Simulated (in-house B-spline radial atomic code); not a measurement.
Fe⁸⁺. Computed with a B-spline radial atomic code. Model: all-electron spherical atom, spin shells full or empty, radial basis limit, no spin-orbit coupling, Breit or QED, empty-state partial waves extrapolated as (l+1/2)^-4, RPA, G0W0 and static COHSEX of the highest shell as one setting changes (uncorrelated shells keep exact exchange).

Empty levels are discrete states of a finite basis, so the steps are uneven.

Given: element Fe; charge 8; filled core Ne; hamiltonian one-electron scalar X2C; mean-field start PBE; highest l of empty states 9; nuclear rms radius 3.7377 fm; lowest nl shells left uncorrelated 0; highest mean-field shell 3p; box radius 7.7 bohr.

Shell: 3s 1 1, 3p 3 3 (electrons up and down).

```
highest empty level kept (hartree)  RPA correlation energy (hartree)  G0W0 level (eV)  G0W0 minus most complete (meV)  COHSEX level (eV)  linearised minus solved G0W0 (meV)
                                27                          -0.67824          -233.86                           536.8            -237.42                               -14.7
                                54                                 ?                ?                               ?                  ?                                   ?
                              94.5                          -0.93298          -234.19                           206.4            -238.41                               -15.5
                               162                           -1.0347          -234.27                           122.1            -238.64                               -15.7
                               270                                 ?                ?                               ?                  ?                                   ?
                               486                           -1.1809          -234.36                              35             -238.9                               -15.9
                               810                           -1.2251          -234.38                            17.4            -238.95                                 -16
                              1620                           -1.2597          -234.39                             5.6            -238.98                                 -16
                              3240                           -1.2799          -234.39                             1.6            -238.99                                 -16
                              6750                           -1.2874          -234.39                             0.3            -238.99                                 -16
                             16200                           -1.2904          -234.39                               0            -238.99                                 -16
                             54000                           -1.2911          -234.39                               0            -238.99                                 -16
```

What follows for highest empty level kept = 54?

RPA correlation energy -0.81991 hartree; G0W0 level -234.07 eV; G0W0 minus most complete 326.4 meV; COHSEX level -238.08 eV; linearised minus solved G0W0 -15.2 meV.

What follows for highest empty level kept = 270?

RPA correlation energy -1.1172 hartree; G0W0 level -234.33 eV; G0W0 minus most complete 67.6 meV; COHSEX level -238.8 eV; linearised minus solved G0W0 -15.9 meV.
